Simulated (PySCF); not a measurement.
## Excitation energy of In⁺ by level of theory

In⁺ [Kr] 4d10 5s2 (1S) → In⁺ [Kr] 4d10 5s1 5p1, s spin flipped, as a difference of total energies. Calculation: PySCF 2.14, in x2c-TZVPPall (8s6p4d2f, 60 functions); scalar relativity by spin-free X2C-1e. Correlated levels: valence: [Kr] 4d10 frozen. The calculations carry no spin-orbit coupling.

```tsv
method	excitation energy (eV)
UHF	5.978
MP2 (valence)	6.074
SCS-MP2 (valence)	6.094
```

**Question.** How much does correlation contribute at MP2 (valence)?

**Answer.** 6.074 − (5.978) = 0.096 eV, measured against UHF.

The upper determinant mixes two multiplicities, so it lies between the two terms.

The basis was made for the ground configuration and has no added diffuse functions, so the excitation energy can come out too high.

The coupled-cluster amplitudes are large for the upper state (T1 above 0.03 or a double amplitude above 0.15), so a single reference is strained.
